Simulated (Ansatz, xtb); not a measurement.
Breaking the N3–H4 bond in H3NSi (SMILES N[SiH]) (multiplicity 1 held, fragments rigid). Energies count from the point at 1.009 Å.
Geometry at that point (charge 0, multiplicity 1):
```json
[
 {"atom": "Si", "x (Å)": "-0.2447", "y (Å)": "0.3910", "z (Å)": "0.5100"},
 {"atom": "H", "x (Å)": "-0.5860", "y (Å)": "1.4739", "z (Å)": "-0.5153"},
 {"atom": "N", "x (Å)": "0.3978", "y (Å)": "-0.6896", "z (Å)": "-0.6544"},
 {"atom": "H", "x (Å)": "0.4631", "y (Å)": "-0.5284", "z (Å)": "-1.6484"},
 {"atom": "H", "x (Å)": "0.7649", "y (Å)": "-1.5931", "z (Å)": "-0.3951"}
]
```

R- and RO- levels are restricted; in cc, def2 and unpolarised 6-31G sets they are followed outwards from rest. Unrestricted levels (U-) break spin symmetry where that is lower. Curves can end on different states.

Cores are frozen in the correlated methods.

Programs: Ansatz (a program for electronic structure) with Gaussian orbitals; xtb for the GFN methods. Values without a source in brackets are computed. The GFN methods have no spin term and hold the electronic entropy of 300 K.

### Question
One of these levels gives 198.45 kcal/mol for the energy at R = 3.229 Å. Which one is it?
(A) U-CCSD(T)/cc-pV(D+d)Z
(B) R-HF/cc-pV(D+d)Z
(C) GFN2-xTB
(D) U-MP2/cc-pV(D+d)Z

### Answer
B, R-HF/cc-pV(D+d)Z. The others give 93.82 (GFN2-xTB), 115.72 (U-MP2/cc-pV(D+d)Z), 103.15 (U-CCSD(T)/cc-pV(D+d)Z)

Doubts at one or more of the structures used: a restricted determinant that unrestricted orbitals would lower (R-HF/cc-pV(D+d)Z); a spin-contaminated determinant (U-MP2/cc-pV(D+d)Z, U-CCSD(T)/cc-pV(D+d)Z); T1 above 0.05 (U-CCSD(T)/cc-pV(D+d)Z).
